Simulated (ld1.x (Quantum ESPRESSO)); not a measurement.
**What one change does to a pseudopotential (thallium (Tl), ultrasoft)**

Tl (Z = 81), ultrasoft, made with ld1.x (Quantum ESPRESSO) 7.5 (PBEsol, scalar-relativistic). Core [Xe] 4f14, reference 5d10 6s2 6p0 (charge +1). Waves: 6s (bound): rcut 2.05, rcutus 2.15 bohr; 6s channel at 0.7 Ry: rcut 2.05, rcutus 2.15 bohr; 6p (bound, empty): rcut 2.05, rcutus 2.40 bohr; 6p channel at 1.45 Ry: rcut 2.05, rcutus 2.40 bohr; 5d (bound): rcut 1.00, rcutus 1.15 bohr; 5d channel at -1.3 Ry: rcut 1.00, rcutus 1.15 bohr. Local part: all-electron potential smoothed inside 1.10 bohr (lloc = -2). Core correction: Bessel-smoothed model core inside 1.05 bohr. Augmentation charge: PSQ, inside the norm-conserving radii.

Change: type PAW; local potential all-electron potential smoothed inside 1.55 bohr (lloc = -1).

Cutoffs: the cutoffs (Ry, on a coarse ladder) from which the occupation-weighted sum of valence levels, in a spherical-Bessel basis at the reference potential, stays within 10 and 1 mRy of its value at 400 Ry; they do not see the model core or the augmentation charge, which bear on the density cutoff. Errors are all-electron minus pseudo energies relative to the spin-unpolarised reference configuration.

Problem. How do hardness, ghosts and transferability respond?

Solution. The potential gets neither clearly harder nor softer (80 Ry and 160 Ry → 80 Ry and 180 Ry); both files keep a bound ghost (p, s); the number of tests with a reliable result goes from 7 to 4 (the test run of the changed file stopped, so its transferability is not established); of the 4 tests that both files solve, the error grows in 4 and shrinks in 0 by more than 15 % and 0.3 meV (median size 6.2 → 20.9 meV).

| quantity | base | changed |
| --- | --- | --- |
| cutoff, loose | 80 Ry | 80 Ry |
| cutoff, tight | 160 Ry | 180 Ry |
| loose cutoff by channel (10 mRy a level) | s 6 Ry, d 60 Ry | s 6 Ry, d 55 Ry |
| bound ghosts | s, p | s, p |
| tests with a reliable result | 7 of 7 | 4 of 7 (the test run stopped) |
| error for 5d10 6s2 6p1, meV [ΔE -5.15 eV] | +1.8 | +3.7 |
| error for 5d10 6s1 6p0, meV [ΔE 20.84 eV] | -11 | -38 |
| error for 5d10 6s0 6p0, meV [ΔE 51.01 eV] | -39 | -138 |
| error for 5d10 6s2 6p1.3, meV [ΔE -5.64 eV] | +1.8 | +4.1 |
| s: phases at 2.58 bohr within 0.05 rad from the reference energy up to (Ry; the scan ends near 5) | 4.0 | 4.0 |
| p: phases at 2.58 bohr within 0.05 rad from the reference energy up to (Ry; the scan ends near 5) | to the end of the scan | to the end of the scan |
| d: phases at 2.58 bohr within 0.05 rad from the reference energy up to (Ry; the scan ends near 5) | to the end of the scan | to the end of the scan |
| lowest overlap eigenvalue by channel | s 0.31, p 0.40, d 0.79 | s 0.34, p 0.43, d 0.72 |

 A true bound ghost makes a file unfit for plane-wave use even where its test errors are small: the radial tests pick states by their node count and pass the ghost by.
